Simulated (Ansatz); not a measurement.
In₁₂Sb₁₂H₃₂, a nanocrystal cut from zinc blende InSb (hydrogen-capped), 56 atoms. Hardware: 11 threads of AMD EPYC 7R13 on a shared host and a whole NVIDIA H100 80GB HBM3.

In the def2 sets In, Sb take a core potential; there is no spin–orbit coupling. Single mean-field runs in def2-SVP, def2-TZVP are fitted with def2-universal-jkfit.

(1) How many basis functions does each of these Ansatz runs have, and roughly what does it cost? PBE0-D4/def2-TZVP, charge 1 doublet at the geometry of the charge 0 singlet, energy; r2SCAN-D4/def2-SVP, charge 0 singlet, relaxation, 25 steps; PBE0-D4/def2-SVP, charge 0 singlet, energy, from earlier orbitals; PBE0-D4/def2-TZVP, charge 0 singlet, energy, from earlier orbitals; PBE-D4/def2-TZVP, charge 0 triplet at the geometry of the charge 0 singlet, energy, from earlier orbitals; PBE-D4/def2-TZVP, charge 0 singlet, energy and forces, from earlier orbitals; r2SCAN-D4/def2-TZVP, charge 0 singlet, energy and forces, from earlier orbitals; PBE-D4/def2-TZVP, charge -1 doublet at the geometry of the charge 0 singlet, energy, from earlier orbitals; PBE-D4/def2-SVP, charge 0 singlet, energy, from earlier orbitals; PBE0-D4/def2-TZVP, charge -1 doublet at the geometry of the charge 0 singlet, energy; PBE0-D4/def2-TZVP, charge 0 triplet at the geometry of the charge 0 singlet, energy; PBE-D4/def2-TZVP, charge 1 doublet at the geometry of the charge 0 singlet, energy, from earlier orbitals.

Answers

(1) Other jobs shared the machine, so times can vary by a factor of up to 3.

| run | functions | fitting or Cholesky vectors | wall time | peak host memory (GiB) |
| --- | --- | --- | --- | --- |
| PBE-D4/def2-SVP, charge 0 singlet, energy, from earlier orbitals | 784 | 5808 | 4.6 s | 1.5 |
| PBE0-D4/def2-SVP, charge 0 singlet, energy, from earlier orbitals | 784 | 5808 | 7.5 s | 1.5 |
| PBE-D4/def2-TZVP, charge 0 singlet, energy and forces, from earlier orbitals | 1392 | 5808 | 11 s | 1.9 |
| r2SCAN-D4/def2-TZVP, charge 0 singlet, energy and forces, from earlier orbitals | 1392 | 5808 | 12 s | 2 |
| PBE0-D4/def2-TZVP, charge 0 singlet, energy, from earlier orbitals | 1392 | 5808 | 15 s | 1.7 |
| PBE-D4/def2-TZVP, charge -1 doublet at the geometry of the charge 0 singlet, energy, from earlier orbitals | 1392 | 5808 | 18 s | 2.6 |
| PBE-D4/def2-TZVP, charge 1 doublet at the geometry of the charge 0 singlet, energy, from earlier orbitals | 1392 | 5808 | 21 s | 2.6 |
| PBE-D4/def2-TZVP, charge 0 triplet at the geometry of the charge 0 singlet, energy, from earlier orbitals | 1392 | 5808 | 27 s | 2.6 |
| PBE0-D4/def2-TZVP, charge 1 doublet at the geometry of the charge 0 singlet, energy | 1392 | 5808 | 49 s | 2.8 |
| PBE0-D4/def2-TZVP, charge -1 doublet at the geometry of the charge 0 singlet, energy | 1392 | 5808 | 68 s | 2.7 |
| PBE0-D4/def2-TZVP, charge 0 triplet at the geometry of the charge 0 singlet, energy | 1392 | 5808 | 85 s | 2.7 |
| r2SCAN-D4/def2-SVP, charge 0 singlet, relaxation, 25 steps | 784 | 5808 | 1.9 min | 1.7 |
